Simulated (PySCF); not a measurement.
## Working out the ionisation energy of Te

Te [Kr] 4d10 5s2 5p4 (3P) → Te⁺ [Kr] 4d10 5s2 5p3 (4S). Calculation: PySCF 2.14, in ANO-RCC-VTZP (7s6p4d2f1g, 68 functions); the spin-free X2C one-electron Hamiltonian (Gaussian nucleus). Frozen: [Kr] 4d10. Energies in hartree (1 hartree = 27.21139 eV):

| part | Te (lower) | Te⁺ (upper) |
| --- | --- | --- |
| UHF | -6790.634203 | -6790.348612 |
| CCSD correlation | -0.099671 | -0.073445 |
| (T) | -0.002984 | -0.002125 |

Problem. What does Hartree-Fock give?

Solution. (-6790.348612) − (-6790.634203) = 0.285591 hartree = 7.771 eV.

Problem. What do CCSD and CCSD(T) give?

Solution. The CCSD correlation energies differ by 0.026226 hartree = 0.714 eV and the triples by 0.000859 hartree = 0.023 eV, so CCSD gives 8.485 eV and CCSD(T) 8.508 eV.

Measured between the centres of the two terms (NIST): 8.749 eV, so CCSD(T) (valence) is off by -0.241 eV.

What remains against the reference includes basis incompleteness, the frozen core and higher excitations.
